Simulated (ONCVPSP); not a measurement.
# carbon: variants of one ONCV potential

Base potential:

| Item | Value |
| --- | --- |
| Element | carbon |
| Generator | ONCVPSP 4.0.1 |
| Type | optimised norm-conserving Vanderbilt (ONCV) |
| Functional | PBEsol |
| Relativity | scalar-relativistic |
| Frozen core | [He] |
| Valence charge | 4 |
| Reference configuration | 2s2 2p1 (charge +1) |
| Partial waves | 2s: rc 1.15 bohr, ncon 4, nbas 9, qcut 7.3 1/bohr, 2 projectors, debl 2.1 Ha; 2p: rc 1.45 bohr, ncon 3, nbas 7, qcut 6 1/bohr, 2 projectors, debl 2.3 Ha; d scattering state at 0.18 Ha: rc 1.15 bohr, ncon 5, nbas 9, qcut 9.1 1/bohr, local |
| Local potential | the d channel |
| Core correction | Teter function, fcfact 3.25, rcfact 1.5 |

Cutoffs, loose and tight: the cutoffs (Ha) at which the residual kinetic energy of the hardest occupied pseudo-wave falls to 1 and 0.1 mHa per electron. They do not see the model core or the augmentation charge, which bear on the density cutoff. Test errors are all-electron minus pseudo excitation energies from the reference, over the configurations 2s2 2p2; 2s2 2p0; 2s1 2p0; 2s2 2p1.5. A dash means not determined; rows that change the core or the reference have their own tests.

| change | outcome | cutoff, loose | cutoff, tight | bound ghosts | GHOST(+) flags above zero | largest test error (meV) |
| --- | --- | --- | --- | --- | --- | --- |
| base | generated | 20 Ha | 70 Ha | none | none | +197 |
| core correction Teter function, fcfact 1.2, rcfact 1.5 | generated | 20 Ha | 70 Ha | none | none | +202 |
| core correction Teter function, fcfact 2.1, rcfact 1.5 | generated | 20 Ha | 70 Ha | none | none | +196 |
| core correction Teter function, fcfact 2.9, rcfact 1.5 | generated | 20 Ha | 70 Ha | none | none | +196 |
| core correction Teter function, fcfact 3.7, rcfact 1.5 | generated | 20 Ha | 70 Ha | none | none | +196 |
| core correction Teter function, fcfact 4.6, rcfact 1.5 | generated | 20 Ha | 70 Ha | none | none | +195 |
| core correction Teter function, fcfact 5.5, rcfact 1.5 | generated | 20 Ha | 70 Ha | none | none | +192 |
| core correction Teter function, fcfact 6.1, rcfact 1.5 | generated | 20 Ha | 70 Ha | none | none | +190 |
| core correction Teter function, fcfact 6.7, rcfact 1.5 | generated | 20 Ha | 70 Ha | none | none | +187 |
| core correction Teter function, fcfact 7.4, rcfact 1.5 | generated | 20 Ha | 70 Ha | none | none | +184 |

Reading the sweep of the fcfact (base included, trends over the rows without a ghost): The loose cutoff stays near 20 Ha. The median size of the test errors (rows with all tests solved) stays near 38.8 meV.
